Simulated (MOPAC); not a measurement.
MOPAC input (PM7):

```
PM7 FORCE THERMO(298,298) PRECISE LET UHF MS=0.5 GEO-OK AUX(PRECISION=9) THREADS=1
C3H3N2

C     0.43297900 1    1.08490386 1   -0.08033943 1
C    -0.91053997 1    0.85395159 1    0.07944022 1
C    -0.95757640 1   -0.58469424 1    0.12587334 1
N     0.28290174 1   -1.11690020 1   -0.00037088 1
N     1.15603369 1   -0.05686369 1   -0.13018613 1
H    -1.72404445 1    1.53459812 1    0.15276385 1
H    -1.82916459 1   -1.20379682 1    0.24292489 1
H     2.13084513 1   -0.23525871 1   -0.23624012 1
```

Output:

```
 *******************************************************************************
 **                                                                           **
 **                              MOPAC v23.2.5                                **
 **                                                                           **
 *******************************************************************************
 ** MOPAC's Digital Object Identifier: https://doi.org/10.5281/zenodo.6511958 **
 **                                                                           **
 ** Please cite the open-source release paper for use of this MOPAC version:  **
 ** J. E. Moussa and J. J. P. Stewart (2026)                                  **
 ** MOPAC: An open-source semiempirical molecular orbital program             **
 ** J. Open Source Softw., 11(119), 8025, https://doi.org/10.21105/joss.08025 **
 *******************************************************************************

                              PM7 CALCULATION RESULTS

 *******************************************************************************
 *  PM7        - The PM7 Hamiltonian to be used
 *  GEO-OK     - OVERRIDE INTERATOMIC DISTANCE AND OTHER SAFETY CHECKS
 *  UHF        - UNRESTRICTED HARTREE-FOCK CALCULATION
 *  MS=        - IN MECI, MAGNETIC COMPONENT OF SPIN =  0.5
 *  LET        - OVERRIDE SOME SAFETY CHECKS
 *  PRECISE    - TIGHTER CRITERIA TO BE USED
 *  FORCE      - FORCE CALCULATION SPECIFIED
 *  AUX        - OUTPUT AUXILIARY INFORMATION
 *  THERMO     - THERMODYNAMIC QUANTITIES TO BE CALCULATED
 *******************************************************************************
PM7 FORCE THERMO(298,298) PRECISE LET UHF MS=0.5 GEO-OK AUX(PRECISION=9) THREADS=1
 C3H3N2

   ATOM   CHEMICAL          X               Y               Z
  NUMBER   SYMBOL      (ANGSTROMS)     (ANGSTROMS)     (ANGSTROMS)

     1       C          0.43297900  *   1.08490386  *  -0.08033943  *
     2       C         -0.91053997  *   0.85395159  *   0.07944022  *
     3       C         -0.95757640  *  -0.58469424  *   0.12587334  *
     4       N          0.28290174  *  -1.11690020  *  -0.00037088  *
     5       N          1.15603369  *  -0.05686369  *  -0.13018613  *
     6       H         -1.72404445  *   1.53459812  *   0.15276385  *
     7       H         -1.82916459  *  -1.20379682  *   0.24292489  *
     8       H          2.13084513  *  -0.23525871  *  -0.23624012  *

          CARTESIAN COORDINATES

    NO.       ATOM           X           Y           Z

     1         C          0.4330      1.0849     -0.0803
     2         C         -0.9105      0.8540      0.0794
     3         C         -0.9576     -0.5847      0.1259
     4         N          0.2829     -1.1169     -0.0004
     5         N          1.1560     -0.0569     -0.1302
     6         H         -1.7240      1.5346      0.1528
     7         H         -1.8292     -1.2038      0.2429
     8         H          2.1308     -0.2353     -0.2362

 General Reference for PM7:
 "Optimization of Parameters for Semiempirical Methods VI: More Modifications to the
 NDDO Approximations and Re-optimization of Parameters", J. J. P. Stewart, J. Mol. Mod., 1:32, 19 (2013)
 https://link.springer.com/article/10.1007/s00894-012-1667-x

           Empirical Formula: C3 H3 N2  =     8 atoms
[...]
 EFFECTIVE MASS     12.4991
 FORCE CONSTANT      3.1959

 VIBRATION         14    9A'         ATOM PAIR     ENERGY CONTRIBUTION    RADIAL
 FREQUENCY          1503.55         C 3 -- N 4         +14.6% ( 60.9%)     98.7%
 TRANSITION DIPOLE   0.5072         C 1 -- N 5         +14.4% ( 60.6%)     98.3%
 TRAVEL (Ang.)       0.1474         N 4 -- N 5         +10.9% ( 52.7%)      0.3%
 REDUCED MASS        2.0634         N 5 -- H 8         +10.5% ( 51.8%)      9.7%
 EFFECTIVE MASS     10.7206
 FORCE CONSTANT      2.7484

 VIBRATION         15   10A'         ATOM PAIR     ENERGY CONTRIBUTION    RADIAL
 FREQUENCY          1638.46         C 1 -- C 2         +25.7% ( 81.8%)     94.4%
 TRANSITION DIPOLE   1.2761         C 1 -- C 3         +13.1% ( 58.3%)     88.7%
 TRAVEL (Ang.)       0.1108         C 2 -- C 3         +11.4% ( 54.5%)      8.8%
 REDUCED MASS        3.3508         C 1 -- N 5         +10.3% ( 51.8%)     34.2%
 EFFECTIVE MASS     11.3269         C 1 -- N 4         +10.1% ( 51.3%)      3.4%
 FORCE CONSTANT      5.3000

 VIBRATION         16   11A'         ATOM PAIR     ENERGY CONTRIBUTION    RADIAL
 FREQUENCY          2771.40         C 3 -- H 7         +92.9% ( 99.2%)    100.0%
 TRANSITION DIPOLE   1.0714         C 1 -- C 3          +1.4% ( 12.3%)     93.3%
 TRAVEL (Ang.)       0.1643         C 3 -- N 5          +1.4% ( 12.2%)     82.2%
 REDUCED MASS        0.9012         C 2 -- C 3          +1.4% ( 12.1%)     29.4%
 EFFECTIVE MASS      1.4417
 FORCE CONSTANT      4.0780

 VIBRATION         17   12A'         ATOM PAIR     ENERGY CONTRIBUTION    RADIAL
 FREQUENCY          2807.30         C 2 -- H 6         +64.5% ( 82.2%)    100.0%
 TRANSITION DIPOLE   1.7017         N 5 -- H 8         +31.1% ( 57.1%)    100.0%
 TRAVEL (Ang.)       0.2143         C 2 -- N 5          +1.3% ( 11.5%)     43.6%
 REDUCED MASS        0.5228         C 2 -- C 3          +1.0% ( 10.3%)     35.9%
 EFFECTIVE MASS      1.4283
 FORCE CONSTANT      2.4275

 VIBRATION         18   13A'         ATOM PAIR     ENERGY CONTRIBUTION    RADIAL
 FREQUENCY          2819.55         N 5 -- H 8         +63.1% ( 81.5%)    100.0%
 TRANSITION DIPOLE   0.6398         C 2 -- H 6         +30.0% ( 56.2%)    100.0%
 TRAVEL (Ang.)       0.2162         C 2 -- N 5          +1.6% ( 12.8%)    100.0%
 REDUCED MASS        0.5117         C 3 -- H 7          +1.4% ( 12.0%)     99.0%
 EFFECTIVE MASS      1.5173
 FORCE CONSTANT      2.3967

      SYMMETRY NUMBER FOR POINT-GROUP Cs  =  1

          SYSTEM IS A GROUND STATE

 C3H3N2

          MOLECULE IS NOT LINEAR

          THERE ARE 18 GENUINE VIBRATIONS IN THIS SYSTEM
          THIS THERMODYNAMICS CALCULATION IS LIMITED TO
          MOLECULES WHICH HAVE NO INTERNAL ROTATIONS

                    CALCULATED THERMODYNAMIC PROPERTIES
                                          *
   TEMP. (K)   PARTITION FUNCTION   H.O.F.    ENTHALPY  HEAT CAPACITY ENTROPY
                                   KCAL/MOL   CAL/MOLE    CAL/K/MOL  CAL/K/MOL

 298.00  VIB.     0.1393D+01                   593.4475     6.8069     2.6508
         ROT.     0.3981D+05                   888.2803     2.9808    24.0291
         INT.     0.5548D+05                  1481.7278     9.7877    26.6799
         TRA.     0.5310D+27                  1480.4672     4.9680    38.5251
         TOT.                      107.437    2962.1950    14.7557    65.2050

   *: NOTE: HEATS OF FORMATION ARE RELATIVE TO THE
            ELEMENTS IN THEIR STANDARD STATE AT 298K
              (=  Standard Enthalpy of Formation).

            Hvib:  Zero-point energy is not included.
                   frequencies of less than zero cm-1 are not included.
            Hrot = (3/2)RT
            Htra = (3/2)RT + pV = (5/2)RT

            Heat capacity is Cp, not Cv

          For more information, see: HTTP://OpenMOPAC.net/Manual/thermochemistry.html

           FORCE CONSTANT IN CARTESIAN COORDINATES (Millidynes/A)

    ATOM   CHEMICAL       X               Y               Z
   NUMBER   SYMBOL  FORCE CONSTANT  FORCE CONSTANT  FORCE CONSTANT

      1       C       10.449578        8.757779        0.943340
      2       C       11.290287        9.265161        2.017250
      3       C       11.924024        8.818303        2.228855
      4       N        9.398844        9.539337        1.105824
      5       N       11.991574        9.779418        0.760198
      6       H        2.295194        2.834596        0.356256
      7       H        3.696891        1.365401        0.378368
      8       H        4.103150        1.364887        0.163406

 **********************
 *                    *
 * JOB ENDED NORMALLY *
 *                    *
 **********************

 == MOPAC DONE ==
```
